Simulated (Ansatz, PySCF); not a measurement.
This PySCF input computes a SVWN5/def2-TZVPD energy:

```python
from pyscf import gto, scf, dft

mol = gto.M(
    atom='''
    C    -1.89250856   -0.24898190    0.15829436
    C    -0.77498054   -1.02860056    0.19296365
    C     0.59694303   -0.69797606    0.05745118
    C     1.07104325    0.59258622   -0.15204584
    N     1.47413724    1.67735991   -0.32843774
    H    -1.83610857    0.82274702    0.00639728
    H    -2.87552666   -0.68570982    0.28302589
    H    -0.94699913   -2.09498305    0.35168856
    H     1.33669064   -1.48573980    0.11797233
    ''',
    basis='def2-tzvpd',
    charge=-1,
    spin=0,
    verbose=4,
)

mf = dft.RKS(mol, xc='svwn').density_fit(auxbasis='def2-universal-jkfit')
mf.grids.level = 3
mf.conv_tol = 1e-9
mf.max_cycle = 100
mf.max_memory = 1500
mf.kernel()
if not mf.converged:
    mf = mf.newton()
    mf.kernel(mf.make_rdm1())
mf.analyze()
```

Write an input for the same energy in Ansatz (a first-principles code) and say what it gives.


Ansatz 0.2 input:
```yaml
crystal:
  periodic: [false, false, false]
  atoms:
    - {symbol: C, position_ang: [-1.89250856, -0.24898190, 0.15829436]}
    - {symbol: C, position_ang: [-0.77498054, -1.02860056, 0.19296365]}
    - {symbol: C, position_ang: [0.59694303, -0.69797606, 0.05745118]}
    - {symbol: C, position_ang: [1.07104325, 0.59258622, -0.15204584]}
    - {symbol: N, position_ang: [1.47413724, 1.67735991, -0.32843774]}
    - {symbol: H, position_ang: [-1.83610857, 0.82274702, 0.00639728]}
    - {symbol: H, position_ang: [-2.87552666, -0.68570982, 0.28302589]}
    - {symbol: H, position_ang: [-0.94699913, -2.09498305, 0.35168856]}
    - {symbol: H, position_ang: [1.33669064, -1.48573980, 0.11797233]}
basis:
  gaussian:
    orbitals: def2-TZVPD
hamiltonian:
  xc: {name: SVWN5}
total_charge: -1
output: {forces: true}
```
It gives -207.77649 Eh, and PySCF -207.77656 Eh, a difference of 0.07 mEh, from the treatment of integrals and grids.

It need not be the lowest isomer of its formula. Whether it binds its extra electron was not tested at this geometry.
